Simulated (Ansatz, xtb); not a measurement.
# Two isomers of C5H9B

Structure X is `BC1(C=C)CC1`, a singlet and structure Y is `B[C@@H]1C[C@@H]1C=C`, a singlet. Both are isolated molecules in the gas phase, relaxed with PBE0-D3(BJ)/def2-SVP, each in the lowest conformer that the search found.

Task: Estimate which is lower in electronic energy at CCSD(T)/def2-SVP + ΔMP2/def2-TZVPP, and by roughly how much.

Result: Too close to call at this level: CCSD(T)/def2-SVP + ΔMP2/def2-TZVPP gives E(Y) − E(X) = −0.39 kcal/mol.

The same difference at several levels:

| level | geometry | E(Y) − E(X) (kcal/mol) | departure from the last row (kcal/mol) | job, with rough time for the two |
| --- | --- | --- | --- | --- |
| GFN2-xTB | GFN2-xTB | −1.70 | −1.31 | optimisation, 0.86 s |
| HF/STO-3G | GFN2-xTB | −2.04 | −1.65 | single point, 1.7 s |
| r2SCAN-D4/def2-SVP | GFN2-xTB | −1.52 | −1.13 | single point, 11 s |
| PBE0-D3(BJ)/def2-SVP | PBE0-D3(BJ)/def2-SVP | −1.29 | −0.90 | optimisation, 2.6 min |
| HF/def2-SVP | PBE0-D3(BJ)/def2-SVP | −2.49 | −2.10 | part of the CCSD(T) run |
| MP2/def2-SVP | PBE0-D3(BJ)/def2-SVP | −0.50 | −0.11 | part of the CCSD(T) run |
| CCSD(T)/def2-SVP | PBE0-D3(BJ)/def2-SVP | −0.80 | −0.41 | single point |
| CCSD(T)/def2-SVP + ΔMP2/def2-TZVPP | PBE0-D3(BJ)/def2-SVP | −0.39 |  | single point, 2.9 min |

As drawn, both hold the same kinds of bond in the same numbers.

The largest departure from CCSD(T)/def2-SVP + ΔMP2/def2-TZVPP is that of HF/def2-SVP, 2.10 kcal/mol. The last row adds to CCSD(T) the change of the MP2 difference between the two basis sets, here +0.41 kcal/mol.

With thermal terms from frequencies at re-optimised GFN2-xTB minima (ideal gas, soft modes damped towards free rotors, one conformer each, 298.15 K, 1 atm): on the last row, ΔE + ΔZPE = −0.33, ΔH = −0.28, ΔG = −0.59 kcal/mol.

The correlated steps freeze 6 core orbitals. Mirror images aren't counted in ΔG. Codes used: Ansatz 0.2.0, xtb 6.7.1; the last row on 2 threads of AMD EPYC (Zen 3) on a shared host.
